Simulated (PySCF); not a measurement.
C7H9O (doublet state).
Cartesian coordinates in Å at the GFN2-xTB level; atoms count from 1:
```xyz
17
C7H9O angstrom
C     -1.7437    1.5361    0.3969
C     -0.7150    0.8807   -0.1673
C     -0.3923   -0.4928    0.0496
C     -1.3975   -1.3737    0.7191
C      0.7924   -1.0607   -0.4199
C      1.9554   -0.4254   -0.7974
C      2.3461    0.9179   -0.4656
O      3.3019    1.4986   -0.9444
H     -1.9436    2.5655    0.1578
H     -2.3923    1.0798    1.1242
H     -0.0913    1.4100   -0.8751
H     -1.5187   -1.0747    1.7610
H     -1.0843   -2.4142    0.6994
H     -2.3711   -1.2876    0.2379
H      0.7984   -2.1435   -0.4963
H      2.7087   -1.0033   -1.3166
H      1.7399    1.3994    0.3267
```

The hyperfine couplings belong to this conformer and change with its torsions.

As a line formula: `C(/[C](C)C=C)=C/C=O` [radical].

Theory: PySCF 2.14.0, UKS B3LYP, pcH-1 on C H O, non-relativistic, mean-field spin-orbit, GIAO. Geometry: GFN2-xTB, one conformer, isolated molecule. The geometry wasn't refined by DFT: couplings that depend on bond lengths, twists or pyramidal angles can differ widely from those at the functional's own minimum. The frame is twisted about the C3–C5 bond at this geometry (dihedral C4–C3–C5–H15 = 15°); couplings at other torsion angles weren't computed. The SCF solution wasn't tested for stability. ⟨S²⟩ is 0.788 where a pure state has 0.75.

Q: Break the g tensor into its mass correction, gauge correction and orbital-Zeeman/spin–orbit terms.

A: 
| Δg (ppm) | 1 | 2 | 3 |
| --- | --- | --- | --- |
| relativistic mass correction | -167 | -167 | -167 |
| gauge correction | -2 | 28 | 32 |
| orbital Zeeman/spin–orbit | 80 | 1405 | 3147 |
| total | -89 | 1266 | 3011 |

So g = 2.00223, 2.00359, 2.00533 and g_iso = 2.00372; the tensor is rhombic: the two nearest values differ by 44 % of g3 − g1. Axes: g3 points within 7° of the C3–C4 bond.

Q: What are the electron Larmor frequencies g μB B/h along the three axes at 350 mT?

A: 9.8083, 9.8149, 9.8235 GHz for g1, g2 and g3, a range of 15.2 MHz.

Q: How much does each term add to the isotropic shift?

A: The orbital-Zeeman/spin–orbit term 1544, the mass correction -167 and the gauge correction 19 ppm, for a total of 1396 ppm. The orbital-Zeeman/spin–orbit term is the largest in size. The mass correction is the same along every axis, so the anisotropy comes from the other two: their spans along these axes are 33 (gauge) and 3067 ppm (orbital Zeeman/spin–orbit).

Q: What effective moment and Curie constant follow for a powder?

A: With the mean of g² = 4.0149 and S(S+1) = 0.75: μ_eff = √(⟨g²⟩S(S+1)) = 1.735 μB and χT = 0.12505·⟨g²⟩·S(S+1) = 0.377 cm³ K/mol (cgs; spin-Hamiltonian part alone).

Q: In a frozen sample, at which fields do the three g values resonate at 9.5, 34, 94 and 263 GHz (hyperfine left aside), and which band first spreads them over more than twice a line width of 0.5 mT?

A: 
```csv
band,GHz,B(g3) mT,B(g2) mT,B(g1) mT,spread mT
X,9.5,338.47,338.77,339.00,0.52
Q,34.0,1211.38,1212.44,1213.26,1.88
W,94.0,3349.12,3352.03,3354.30,5.19
J,263.0,9370.40,9378.57,9384.91,14.51
```

The spread grows in proportion to the frequency. Q band is the first where it exceeds 1.0 mT.

The Mulliken spin populations are largest on C3 (+0.48), C6 (+0.45), C1 (+0.37) and C5 (-0.21). Four atoms exceed +0.15.

The HOMO–LUMO gaps are 4.29 eV among the α and 3.27 eV among the β orbitals.

Hardware: Arm Neoverse N1, one thread, shared host with 64 logical CPUs at a one-minute load of 25. Cost: 2.1 min (with the writing of density and orbital grids), 1.0 GiB resident at most.
